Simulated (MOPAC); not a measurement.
MOPAC input (MNDO):

```
MNDO PRECISE GNORM=0.05 LET XYZ UHF MS=0.5 GEO-OK AUX(PRECISION=9) THREADS=1
ISn

Sn   -0.00000000 1   -0.00000000 1   -1.41351307 1
I     0.00000000 1    0.00000000 1    1.33350289 1
```

Output:

```
 *******************************************************************************
 **                                                                           **
 **                              MOPAC v23.2.5                                **
 **                                                                           **
 *******************************************************************************
 ** MOPAC's Digital Object Identifier: https://doi.org/10.5281/zenodo.6511958 **
 **                                                                           **
 ** Please cite the open-source release paper for use of this MOPAC version:  **
 ** J. E. Moussa and J. J. P. Stewart (2026)                                  **
 ** MOPAC: An open-source semiempirical molecular orbital program             **
 ** J. Open Source Softw., 11(119), 8025, https://doi.org/10.21105/joss.08025 **
 *******************************************************************************

                              MNDO CALCULATION RESULTS

 *******************************************************************************
 *  MNDO       - The MNDO Hamiltonian to be used
 *  GEO-OK     - OVERRIDE INTERATOMIC DISTANCE AND OTHER SAFETY CHECKS
 *  UHF        - UNRESTRICTED HARTREE-FOCK CALCULATION
 *  MS=        - IN MECI, MAGNETIC COMPONENT OF SPIN =  0.5
 *  LET        - OVERRIDE SOME SAFETY CHECKS
 *  PRECISE    - TIGHTER CRITERIA TO BE USED
 *  XYZ        - CARTESIAN COORDINATE SYSTEM TO BE USED
 *  GNORM      - EXIT WHEN GRADIENT NORM DROPS BELOW 0.050
 *  AUX        - OUTPUT AUXILIARY INFORMATION
 *******************************************************************************
MNDO PRECISE GNORM=0.05 LET XYZ UHF MS=0.5 GEO-OK AUX(PRECISION=9) THREADS=1
 ISn

   ATOM   CHEMICAL          X               Y               Z
  NUMBER   SYMBOL      (ANGSTROMS)     (ANGSTROMS)     (ANGSTROMS)

     1      Sn         -0.00000000  *  -0.00000000  *  -1.41351307  *
     2       I          0.00000000  *   0.00000000  *   1.33350289  *

          CARTESIAN COORDINATES

    NO.       ATOM           X           Y           Z

     1        Sn         -0.0000     -0.0000     -1.4135
     2         I          0.0000      0.0000      1.3335

 Sn: (MNDO): M.J.S.DEWAR,G.L.GRADY,J.J.P.STEWART, J.AM.CHEM.SOC.,106 6771 (1984)
  I: (MNDO): M.J.S.DEWAR, E.F. HEALY, J.J.P. STEWART, J.COMP.CHEM., 5,358,(1984)

           Empirical Formula: Sn I  =     2 atoms

      MOLECULAR POINT GROUP   :   C*v

          UHF CALCULATION, NO. OF ALPHA ELECTRONS =    6
                           NO. OF BETA  ELECTRONS =    5

          Geometry optimization using EF

          DIAGONAL MATRIX USED AS START HESSIAN

 CYCLE:     1  GRAD.:    77.819 HEAT:  44.49810
 CYCLE:     2  GRAD.:     7.043 HEAT:  36.06350
 CYCLE:     3  GRAD.:     3.367 HEAT:  36.03418
 CYCLE:     4  GRAD.:     0.084 HEAT:  36.02489
 CYCLE:     5  GRAD.:     0.001 HEAT:  36.02488

     GRADIENT =  0.00101 IS LESS THAN CUTOFF =  0.05000

 -------------------------------------------------------------------------------
 MNDO PRECISE GNORM=0.05 LET XYZ UHF MS=0.5 GEO-OK AUX(PRECISION=9) THREADS=1
 ISn

     GEOMETRY OPTIMISED USING EIGENVECTOR FOLLOWING (EF).
     SCF FIELD WAS ACHIEVED

                              MNDO CALCULATION
                                                       MOPAC v23.2.5 Linux

          FINAL HEAT OF FORMATION =         36.02488 KCAL/MOL =     150.72809 KJ/MOL

          COSMO AREA              =        111.39 SQUARE ANGSTROMS
          COSMO VOLUME            =        103.45 CUBIC ANGSTROMS

          GRADIENT NORM           =          0.00101          =       0.00071 PER ATOM
          IONIZATION POTENTIAL    =          7.539162 EV
          ALPHA SOMO LUMO (EV)    =         -7.539 -1.607
          BETA  SOMO LUMO (EV)    =        -10.352 -1.198
          NO. OF ALPHA ELECTRONS  =          6
          NO. OF BETA  ELECTRONS  =          5
          MOLECULAR WEIGHT        =        245.5945         POINT GROUP:  C*v

          MOLECULAR DIMENSIONS (Angstroms)

            Atom       Atom       Distance
            I     2   Sn     1     2.47986
            I     2   Sn     1     0.00000
           Sn     1    I     2     0.00000

          SCF CALCULATIONS        =          6

   ATOM   CHEMICAL          X               Y               Z
  NUMBER   SYMBOL      (ANGSTROMS)     (ANGSTROMS)     (ANGSTROMS)

     1      Sn          0.00000000  *   0.00000000  *  -1.27993531  *
     2       I          0.00000000  *  -0.00000000  *   1.19992513  *

                             CARTESIAN COORDINATES

   1   Sn        0.000000000     0.000000000    -1.279935312
   2    I        0.000000000    -0.000000000     1.199925132

           Empirical Formula: Sn I  =     2 atoms

      MOLECULAR POINT GROUP   :   C*v

          ALPHA EIGENVALUES
 -25.75364 -17.77531 -10.83371 -10.71285 -10.38352  -7.53916  -1.60672  -0.27004

           BETA EIGENVALUES
 -25.73530 -16.65654 -10.75623 -10.44505 -10.35189  -1.19834  -0.46213   0.00512

              NET ATOMIC CHARGES AND DIPOLE CONTRIBUTIONS

  ATOM NO.   TYPE          CHARGE      No. of ELECS.   s-Pop       p-Pop
    1         Sn           0.247819        3.7522     1.98133     1.77085
    2          I          -0.247819        7.2478     1.97003     5.27779
 DIPOLE           X         Y         Z       TOTAL
 POINT-CHG.     0.000     0.000    -2.952     2.952
 HYBRID         0.000     0.000     0.341     0.341
 SUM            0.000     0.000    -2.611     2.611

          ATOMIC ORBITAL ELECTRON POPULATIONS

     Atom    s        px        py        pz
    1 Sn   1.98133   1.03908   0.11708   0.61469
    2  I   1.97003   1.96092   1.88292   1.43395

                    (SZ)    =    0.500000
                    (S**2)  =    0.753978

          ATOMIC ORBITAL SPIN POPULATIONS

    Atom   Total    s     px     py     pz
         Atomic
    1 Sn  1.0240 -0.000  0.961  0.014  0.050
    2  I -0.0240  0.001  0.039 -0.014 -0.050

 **********************
 *                    *
 * JOB ENDED NORMALLY *
 *                    *
 **********************

 == MOPAC DONE ==
```
